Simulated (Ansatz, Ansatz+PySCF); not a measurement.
```xyz
10

C     1.3900    0.0000    0.0000
C     0.6950    1.2038    0.0000
C    -0.6950    1.2038    0.0000
C    -1.3900    0.0000    0.0000
C    -0.6950   -1.2038    0.0000
C     0.6950   -1.2038    0.0000
H     1.2375    2.1434    0.0000
H    -1.2375    2.1434    0.0000
H    -1.2375   -2.1434    0.0000
H     1.2375   -2.1434    0.0000
```

Basis set: def2-SVP (spherical functions). Charge 0, multiplicity 3.

Computed with Ansatz (development build ahead of 0.2.0); each method stands on the lowest determinant of its kind that the runs found. Restricted functionals stand beside restricted open-shell atoms, which can lie above the unrestricted atoms usual in DFT and then raise those values.

The atomization energy at this shape (free ground-state atoms in the same class of orbitals less the molecule, no zero-point energy) of triplet C6H4:

```
                      method  atomization energy
        ωB97X (unrestricted)       4771.3 kJ/mol
         PBE0 (unrestricted)       4882.0 kJ/mol
PBE0 (restricted open-shell)       4900.7 kJ/mol
                        ROHF       3618.7 kJ/mol
```

(1) What does UHF give?

Answers

(1) 3575.6 kJ/mol. Caution: another spin multiplicity may lie lower. Caution for UHF: the unrestricted determinant is spin contaminated.

The shape needn't be a minimum at these levels.
